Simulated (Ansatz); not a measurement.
Cl₃NbO, SMILES `[O]=[Nb]([Cl])([Cl])[Cl]`, relaxed with RKS PBE-D4/def2-SVP in Ansatz 0.2.0 from a rough embedded geometry. The force threshold is 0.03 eV/Å; the program also tests the step.

The species carries charge 0 and has multiplicity 1. Nb: def2 effective core potential.

Start:

```xyz
5

O    -1.868    0.448   -0.216
Nb   -0.128    0.014   -0.027
Cl    0.637    0.991    1.997
Cl    0.198   -2.309    0.113
Cl    1.162    0.857   -1.866
```

```csv
step,energy (eV),largest force (eV/Å),largest move (Å)
1,-41142.7251,3.868,0.000
2,-41143.0700,1.447,0.192
3,-41143.1631,0.134,0.084
4,-41143.1638,0.007,0.007
```

End:

```xyz
5

O    -1.716    0.386   -0.227
Nb   -0.072    0.016   -0.010
Cl    0.604    1.002    1.948
Cl    0.114   -2.268    0.098
Cl    1.070    0.863   -1.809
```

It took 6 s on 4 threads of a server CPU on a shared host, with 0.16 GiB of host memory at the peak.
